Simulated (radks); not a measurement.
The numbers below are computed, except where a source is named.
Polarisability of the argon ion Ar6+, [Ne] 3s2, at imaginary frequency. Code: a radial shooting solver on a logarithmic mesh with Libxc functionals. Model: non-relativistic Kohn-Sham, LDA (Slater exchange, Perdew-Wang correlation), spin-polarised, spherical densities, point nucleus. Response by self-consistent Sternheimer equations with the Hartree and adiabatic LDA kernel.

w (hartree)  alpha1(iw) (bohr^3)  alpha2(iw) (bohr^5)
0.00266                    1.995                1.758
0.0143                     1.995                1.758
0.0360                     1.991                1.757
0.0697                     1.980                1.754
0.118                      1.952                1.748
0.186                      1.891                1.734
0.280                      1.773                1.705
0.413                      1.571                1.648
0.605                      1.269                1.540
0.892                     0.9032                1.349
1.35                      0.5551                1.054
2.12                      0.2979               0.6871
3.59                      0.1440               0.3480
6.94                     0.06327               0.1242
17.5                     0.01974              0.02498

Static values: alpha1 = 1.995 bohr^3 (0.2957 angstrom^3; uncoupled 3.317), alpha2 = 1.758 bohr^5, alpha3 = 2.506 bohr^7. C6 = 2.487, C8 = 14.83, triple-dipole C9 = 3.607 atomic units. One-pole (London) frequency 4 C6 / (3 alpha1^2) = 0.833 hartree, against 4.254 for minus the highest occupied eigenvalue. The dipole shielding factor is 0.667, as the force sum rule N/Z = 0.667 demands.
